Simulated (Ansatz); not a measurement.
The cluster Mn₃⁺. Charge 1, multiplicity 13. Geometry PBE-D4/def2-TZVP; atoms count from 1.

```xyz
3

Mn   -1.080    0.986   -0.039
Mn    1.325    0.346   -0.513
Mn   -0.246   -1.331    0.553
```

The charge 1 multiplicity 13 is spin-contaminated (final ⟨S²⟩ up to 43.07, 42.00 for a pure state). The structure comes from a short search, and lower isomers may exist.

Problem. Estimate the Mulliken populations from the PBE0/def2-TZVP orbitals of Ansatz.

Solution. 
```csv
atom,charge (e),spin (α − β),d electrons
Mn1,0.33,4.00,5.57
Mn2,0.33,4.00,5.57
Mn3,0.33,4.00,5.57
```
Mulliken values depend strongly on the basis.

Problem. Where does the spin sit?

Solution. Summed by element: Mn 12.00, of 12 unpaired in all. Largest on single atoms: Mn2 4.00, Mn1 4.00, Mn3 4.00.

Problem. And the Mayer bond orders between heavy atoms (over 0.3)?

Solution. Mn1–Mn2 1.00 (2.53 Å); Mn1–Mn3 1.00 (2.53 Å); Mn2–Mn3 1.00 (2.53 Å).
